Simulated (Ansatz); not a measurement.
The same path of CH$_{5}$NSeSi$_{2}$ (10 atoms, charge 0, multiplicity 1) was run twice with different band settings. The coordinate that changes most is the dihedral H6–Si3–Se5–H10.

Theory: RKS r2SCAN/def2-SVP in Ansatz 0.2.0.

Relaxed end points:

```xyz
10
Properties=species:S:1:pos:R:3
N -3.251 -0.188 0.161
C -2.139 0.145 0.268
Si -0.350 0.618 0.426
Si 0.955 -1.272 -0.053
Se -0.065 2.245 -1.161
H -0.172 1.123 1.820
H 2.387 -0.844 -0.085
H 0.552 -1.793 -1.390
H 0.771 -2.321 0.995
H 1.397 2.237 -0.978
```

```xyz
10
Properties=species:S:1:pos:R:3
N -3.038 0.087 0.458
C -1.889 0.282 0.430
Si -0.049 0.555 0.361
Si 0.957 -1.497 -0.172
Se 0.469 2.030 -1.303
H 0.331 1.082 1.703
H 2.438 -1.315 -0.212
H 0.459 -1.934 -1.508
H 0.593 -2.502 0.868
H -0.188 3.160 -0.623
```

Common settings: movable images 9; climbing image yes; spring 5.0 eV/Å²; optimiser quadratic models (default); start path IDPP; end points relaxed.

| run | force threshold | iteration limit |
| --- | --- | --- |
| 1 | 0.05 eV/Å | 25 |
| 2 | 0.2 eV/Å | 27 |

**Question.** What does each run give, and how far can it be trusted?

**Answer.** Run 1: converged after 5 iterations, highest image 0.022 eV above the first end. A vibrational analysis at the climbing image gives one clearly imaginary mode, 117i cm⁻¹: a first-order saddle point.
Run 2: converged after 4 iterations, highest image 0.027 eV above the first end. The threshold of 0.2 eV/Å is loose, so the images may lie well off the minimum-energy path. The order of the stationary point at the top wasn't checked.
